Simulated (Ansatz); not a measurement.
`[SiH3]O[SiH](Br)O[SiH3]` + CH₃OH → `CO[SiH](Br)O[SiH3]` + `O[SiH3]`  (ligand exchange at the Si–O bond)

Isolated molecules relaxed with PBE0-D4/def2-TZVP in Ansatz; ΔE leaves out vibrations. CBS: MP2 limit from def2 TZ/QZ plus the TZ coupled-cluster correction, frozen cores. This one scheme is used for every species. Functionals use def2-TZVPP. B3LYP here is the variant with VWN-RPA as its local correlation; programs differ in this. For Br outer-core shells are correlated without core-valence functions, which leaves a few kJ/mol of doubt a bond. Scalar relativity is left out up to krypton. Each species was taken in one conformer, which may not be the lowest.

```tsv
level	ΔE (kcal/mol)	difference from CCSD(T)/CBS
PBE-D4	3.7	-0.7
r2SCAN-D4	3.7	-0.7
PBE0-D4	4.3	-0.1
B3LYP-D4	4.5	0.1
ωB97X-V	4.0	-0.4
ωB97M-V	4.0	-0.4
B2PLYP	3.7	-0.7
PBE	3.1	-1.3
r2SCAN	3.5	-0.9
PBE0	3.7	-0.7
B3LYP	3.5	-0.9
HF/def2-TZVPP	4.9	0.5
MP2/def2-TZVPP	3.9	-0.5
SCS-MP2/def2-TZVPP	4.1	-0.3
CCSD/def2-TZVPP	4.4	0.0
CCSD(T)/def2-TZVPP	4.2	-0.2
HF/def2-QZVPP	5.1	0.7
MP2/def2-QZVPP	4.1	-0.3
SCS-MP2/def2-QZVPP	4.3	-0.1
HF/CBS(def2)	5.1	0.7
MP2/CBS(def2)	4.1	-0.3
CCSD/CBS(def2)	4.6	0.2
CCSD(T)/CBS	4.4	0
```

Largest T1 diagnostic among the species: 0.011.

The D4 term adds +1.0 kcal/mol with B3LYP and +0.6 kcal/mol with PBE0; it sums over pairs of atoms, weighted by their polarisabilities, and B3LYP, whose exchange is more repulsive, gets the larger term. In def2-TZVPP, CCSD(T) changes the Hartree–Fock value by −0.7 kcal/mol (the triples alone add −0.2 kcal/mol) and MP2 by −1.0 kcal/mol.
